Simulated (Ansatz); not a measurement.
B2H3OPS (`B1OBSP1`), relaxed with RKS PBE-D4/def2-SVP in the Gaussian-basis code of Ansatz from a rough embedded geometry. The force threshold is 0.03 eV/Å; the program also tests the step.

Total charge 0; spin multiplicity 1.

Start:

```xyz
8

B     0.756    0.741   -0.090
O     0.511    0.021   -1.259
B    -0.820   -0.464   -0.951
S    -1.060   -1.460    0.546
P     0.272   -0.066    1.625
H     0.715    1.983   -0.097
H    -1.775    0.180   -1.360
H     1.401   -0.935    1.585
```

| step | energy (eV) | largest force (eV/Å) | largest move (Å) |
| --- | --- | --- | --- |
| 1 | -23552.1440 | 1.654 | 0.000 |
| 2 | -23552.6539 | 1.510 | 0.197 |
| 3 | -23552.9945 | 1.328 | 0.191 |
| 4 | -23553.3475 | 1.050 | 0.195 |
| 5 | -23553.6305 | 0.592 | 0.200 |
| 6 | -23553.7762 | 0.194 | 0.200 |
| 7 | -23553.7936 | 0.125 | 0.130 |
| 8 | -23553.7969 | 0.034 | 0.037 |
| 9 | -23553.7969 | 0.048 | 0.010 |
| 10 | -23553.7971 | 0.016 | 0.004 |

End:

```xyz
8

B     0.686    0.930    0.071
O    -0.120    0.665   -1.005
B    -1.037   -0.382   -0.937
S    -1.097   -1.378    0.568
P     0.301   -0.112    1.664
H     1.538    1.793    0.003
H    -1.772   -0.616   -1.870
H     1.502   -0.899    1.505
```

It took 9 s on 4 threads of a server CPU on a shared host, with 0.17 GiB of host memory at the peak.
